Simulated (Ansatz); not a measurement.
Saddle point of BNH₄Cl₂O, closed shell (BNH₂Cl₂ ([NH2][B]([Cl])[Cl]) + H₂O → BHCl₂O ([OH][B]([Cl])[Cl]) + NH₃ (still joined by a long B–N bond); bonds formed: B1–O6, N2–H5; bonds broken: H5–O6; bonds weakened to dative contacts: B1–N2), PBE0-D4/def2-TZVP structure:

| atom | x (Å) | y (Å) | z (Å) |
| --- | --- | --- | --- |
| B1 | -0.1964 | -0.5637 | 0.1142 |
| N2 | -0.5500 | 0.9313 | -0.0440 |
| Cl3 | -1.2564 | -1.7003 | -0.8026 |
| Cl4 | 0.1445 | -1.0322 | 1.8468 |
| H5 | 0.7331 | 0.7017 | -0.5332 |
| O6 | 1.1769 | -0.3594 | -0.6357 |
| H7 | -1.2970 | 1.1359 | -0.6938 |
| H8 | -0.6869 | 1.4407 | 0.8176 |
| H9 | 1.9324 | -0.5539 | -0.0693 |

Energies are electronic, without zero-point energy. Barriers and step energies count from the start structure reached by relaxing down the imaginary mode; all methods use the PBE0-D4 structures, on which another method's saddle can fall below an end. Ansatz 0.2.0; basis: def2-TZVPP, with def2-QZVPP for the basis limit; cores frozen in the correlated methods. B3LYP uses VWN-RPA correlation. Extrapolation: Hartree–Fock as exp(−7.88 √X), correlation as X^−2.97.

```csv
method,barrier (eV),step energy (eV)
SPW92,0.085,-0.975
PBE-D4,0.533,-0.678
BLYP-D4,0.756,-0.559
r2SCAN-D4,0.593,-0.753
B97M-V,0.774,-0.684
PBE0-D4,0.580,-0.765
B3LYP-D4,0.774,-0.637
r2SCAN0-D4,0.620,-0.808
BHLYP-D4,0.848,-0.724
CAM-B3LYP-D4,?,-0.713
wB97X-V,0.654,-0.756
wB97M-V,0.657,-0.736
B2PLYP,0.769,-0.658
PBE-QIDH,?,-0.823
RPA on PBE,0.721,-0.673
HF,?,-0.609
MP2,0.631,-0.759
CCSD,0.791,-0.716
CCSD(T),0.708,-0.727
```

**Question.** Fill in the withheld barriers. (An estimate is asked for; the value comes from the calculation.)

**Answer.** The calculation gives: CAM-B3LYP-D4 0.700; PBE-QIDH 0.602; HF 1.269 eV. Each is the energy of the saddle less that of the start structure, by the same method.

For comparison, the barrier by CCSD(T) at an estimated basis limit (MP2 extrapolated from triple and quadruple zeta, plus CCSD(T) − MP2 in triple zeta) is 0.710 eV.

The T1 diagnostic stays at or below 0.011.

The step is the kind of ligand exchange by which a precursor binds to a hydroxyl group, or is hydrolysed, in atomic layer deposition of oxides.

Labels in which every atom is bracketed show which atoms are joined, not bond orders.

For scale, one of the runs: CCSD(T)/def2-TZVPP, 233 basis functions, launched by `ansatz run in.yaml --threads 4 --pin off --events-out ev --progress --plain --max-ram 9574MiB`. The run took 2.2 min on 4 CPU threads of an Arm Neoverse V1 (shared host), with 4.1 GiB of host memory at its peak.
